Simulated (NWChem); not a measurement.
## Atomisation of dimethyl carbonate (C3H6O3)

SMILES: COC(=O)OC
```xyz
12

C     -2.3333    -0.1011     0.0186
O     -1.0870    -0.0468     0.7177
C      0.0000     0.0000    -0.0772
O      0.0000     0.0000    -1.2928
O      1.0870     0.0468     0.7177
C      2.3333     0.1011     0.0186
H     -2.3975    -1.0096    -0.6145
H     -3.1172    -0.1234     0.7968
H     -2.4657     0.7868    -0.6328
H      3.1172     0.1234     0.7968
H      2.3975     1.0096    -0.6145
H      2.4657    -0.7868    -0.6328
```
Charge 0, spin multiplicity 1.

Program: NWChem. Structure: optimised with PBE/def2-SVP, held to C2 symmetry and with no frequency check, so it may be a saddle point. It is one conformer; others weren't searched.

Basis set: def2-SVP. The atomisation energy is electronic alone: no zero-point, thermal, spin-orbit or counterpoise terms. No value is extrapolated to the basis-set limit. Free atoms are single determinants with multiplicities C 3, O 3, H 2. Correlated methods freeze the same cores in atoms and molecule, 6 orbitals in all.

The cost column gives rough processor time relative to HF; each entry includes its own SCF. Costs are the molecule's.

B3LYP has NWChem's definition, with VWN1-RPA local correlation. The stability of the SCF solutions was not checked. Open-shell Hartree-Fock references start from PBE0 orbitals; any time given for them includes that run.

```
method       atomisation energy (kcal/mol)  relative cost
-----------  -----------------------------  -------------
PBE0                                1203.2        under 3
LDA (SVWN5)                         1414.9        under 3
B3LYP                           (withheld)        under 3
M06-2X                          (withheld)        under 3
PBE                                 1240.9        under 3
BP86                            (withheld)        under 3
HF                                   841.9              1
TPSS                            (withheld)        under 3
MP2                                 1156.1        under 3
```

Question: Fill in the missing entries.

Answer: 
- B3LYP, atomisation energy (kcal/mol): 1193.1
- M06-2X, atomisation energy (kcal/mol): 1201.2
- BP86, atomisation energy (kcal/mol): 1244.3
- TPSS, atomisation energy (kcal/mol): 1202.0
